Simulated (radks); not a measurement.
Values are calculated unless marked as measured or tabulated.
Spin polarisation of the 5d2 shell in neutral hafnium. Start: [Xe] 4f14 5d(up 1, down 1) 6s2; electrons of 5d are moved from spin down to spin up, other shells keep equal spins. Level of theory: non-relativistic Kohn-Sham, r2SCAN, spin-polarised, spherical densities, point nucleus; meta-GGA in the generalised Kohn-Sham scheme (a radial shooting solver on a logarithmic mesh with Libxc functionals).

| moment (Bohr magnetons) | E - E(0) (eV) | e(5d up) (eV) | e(5d down) (eV) | 6s down minus up (eV) | 4f down minus up (eV) | 5p down minus up (eV) |
|---|---|---|---|---|---|---|
| 0 | 0.000 | -3.655 | -3.655 | 0.000 | 0.000 | 0.000 |
| 0.5 | -0.050 | -3.847 | -3.444 | 0.164 | 0.045 | 0.306 |
| 1 | -0.202 | -4.021 | -3.215 | 0.333 | 0.090 | 0.613 |
| 1.5 | -0.454 | -4.179 | -2.970 | 0.515 | 0.135 | 0.919 |
| 2 | -0.805 | -4.318 | -2.717 | 0.715 | 0.179 | 1.224 |

At moment 2 the spin-polarisation energy is -0.805 eV and the 5d exchange splitting 1.601 eV, that is 0.801 eV per Bohr magneton; E = -I m^2/4 would give I = 0.805 eV.
